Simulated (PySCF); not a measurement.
(Z)-1-chlorobut-1-ene (C₄H₇Cl), SMILES CC/C=C\Cl. Geometry: PBE-D3(BJ)/def2-SVP. The values are those of a single conformer.

Computed equilibrium geometry at PBE-D3(BJ)/def2-SVP (PySCF confirms it by a frequency run) as bond lengths and angles (one conformer of several):
Atoms: C1 C2 C3 C4 Cl5 H6 H7 H8 H9 H10 H11 H12. Bonded distances (Å): C1–C2 1.536, C1–H6 1.109, C1–H7 1.109, C1–H8 1.110, C2–C3 1.499, C2–H9 1.113, C2–H10 1.109, C3–C4 1.345, C3–H11 1.105, C4–Cl5 1.745, C4–H12 1.100. Angles (°): C2–C1–H6 111.1, C2–C1–H7 111.0, C2–C1–H8 111.5, H6–C1–H7 108.0, H6–C1–H8 107.6, H7–C1–H8 107.5, C1–C2–C3 112.8, C1–C2–H9 109.0, C1–C2–H10 110.3, C3–C2–H9 108.7, C3–C2–H10 109.2, H9–C2–H10 106.6, C2–C3–C4 127.3, C2–C3–H11 117.3, C4–C3–H11 115.4, C3–C4–Cl5 124.1, C3–C4–H12 123.1, Cl5–C4–H12 112.7.
Charge 0, spin multiplicity 1.
